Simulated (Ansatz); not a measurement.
# Ligand exchange: C3H6F2O + C3H8Sn → C3H7FO + C3H7FSn

Species: C3H6F2O `CC(O)(F)CF`, singlet; C3H8Sn `C=C[CH2][SnH3]`, singlet; C3H7FO `CC(C)(O)F`, singlet; C3H7FSn `C=C[CH2][SnH2][F]`, singlet. The partners trade F for H: C–F and Sn–H bonds give way to C–H and Sn–F.

Shapes, held fixed at every level: PBE0-D4/def2-TZVP. Flexible molecules stand in one conformer, not always the lowest. Programs: Ansatz 0.2.0. The zero-point and thermal change to 298 K, harmonic and unscaled (PBE0-D4/def2-TZVP), is +6.4 kJ/mol.

```
              level                   kind  ΔH(298 K) (kJ/mol)  less CCSD(T)/def2-TZVPP
        HF/def2-SVP           Hartree–Fock              -121.0                    +13.7
   SPW92/def2-TZVPP                    LDA              -119.2                    +15.5
B3LYP-D4/def2-TZVPP          global hybrid              -139.9                     -5.2
BHLYP-D4/def2-TZVPP          global hybrid              -138.8                     -4.1
 PBE0-D4/def2-TZVPP          global hybrid              -134.0                     +0.7
      CCSD/def2-SVP  coupled cluster or CI              -124.8                     +9.9
    CCSD/def2-TZVPP  coupled cluster or CI              -134.7                      0.0
 CCSD(T)/def2-TZVPP  coupled cluster or CI              -134.7                      0.0
```

The highest level, CCSD(T)/def2-TZVPP, gives ΔH(298 K) = -134.7 kJ/mol; the levels span -139.9 to -119.2. The column of differences is taken from that level and isn't an error. No measured value is set beside it here. For atoms past krypton def2 sets carry core potentials with scalar relativity. Outer-core shells of Sn are correlated in most correlated rows, in sets that cover them unevenly.
